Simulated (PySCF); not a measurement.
# Worked example: oscillator strength and radiative lifetime

C3H8GeO, SMILES C/C=C/[O][GeH3].

The structure is a stationary point at B3LYP-D3(BJ)/def2-SVP. The structure was generated by enumeration; whether it is a known compound was not checked. Other conformers were not sampled.

TDA-PBE/def2-SVPD in PySCF 2.14.0 puts the first singlet state with f over 0.02 at 5.53 eV (vertical), with the transition dipole (0.556, 0.087, 0.050) in atomic units.

**Question.** Find the oscillator strength, the wavelength and the radiative lifetime that this transition would have in vacuum if emission retraced absorption.

**Answer.** 
|μ|² = 0.3192 au, so |μ| = 1.44 D. ΔE = 5.53/27.211 = 0.2032 hartree. f = (2/3) ΔE |μ|² = 0.043 (the program prints 0.043).
λ = 1239.84/5.53 = 224 nm; ν = 44602 cm⁻¹.
Einstein's coefficient A = 0.6670 ν² f s⁻¹ (ν in cm⁻¹) = 5.7e7 s⁻¹, so τ = 1/A = 17 ns. This state is S3; the lower singlets have f = 0.007, 0.016. The figure is the radiative limit of this one transition; relaxation, internal conversion, crossing to triplets and a medium change what is measured.
